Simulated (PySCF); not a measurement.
Gas-phase reaction: InH + 2 HCl → InHCl₂ + 2 H

Computed with PySCF (xtb for GFN2) and rigid-rotor harmonic-oscillator thermochemistry at 1 bar. † marks an energy on the PBE0/def2-TZVP geometry and frequencies; other levels use their own. MP2 freezes the core. Open shells (unrestricted): H (multiplicity 2); the rest are closed-shell singlets. GFN2 has no spin-polarisation term. In: scalar-relativistic def2 core potential, no spin-orbit coupling. InH, InHCl₂: computed as isolated molecules; such fragments, hydroxides, amides, oligomers or adducts are transient or little studied in the gas. MP2 isn't extrapolated to the basis-set limit; its ΔH°(298 K) is 155.6 kJ in def2-SVP and 186.4 kJ in def2-TZVPP. The harmonic model lacks anharmonicity and excited electronic states, which grow with temperature; levels with a mode under 35 cm⁻¹ are left out. Soft modes under 120 cm⁻¹ make the harmonic entropy rough for InHCl₂.

ΔH° and ΔS° at 298 K: BLYP/def2-TZVP† 249 kJ, -38 J/K; GFN2-xTB 308 kJ, -35 J/K; MP2/def2-TZVPP† 186 kJ, -38 J/K; PBE/def2-TZVP† 206 kJ, -38 J/K; LDA/def2-TZVP† 217 kJ, -38 J/K.

Task: With the heat capacities included, give log10 K (1 bar) at 600, 1000, 1400, 1600, 1800 K from BLYP/def2-TZVP†, GFN2-xTB, MP2/def2-TZVPP†, PBE/def2-TZVP†, LDA/def2-TZVP†.

Result: 
```
T (K)  BLYP/def2-TZVP†  GFN2-xTB  MP2/def2-TZVPP†  PBE/def2-TZVP†  LDA/def2-TZVP†
-----  ---------------  --------  ---------------  --------------  --------------
600              -23.5     -28.4            -18.0           -19.7           -20.7
1000             -14.4     -17.3            -11.1           -12.2           -12.7
1400             -10.4     -12.4             -8.0            -8.8            -9.2
1600              -9.1     -10.9             -7.0            -7.7            -8.0
1800              -8.1      -9.6             -6.3            -6.8            -7.1
```
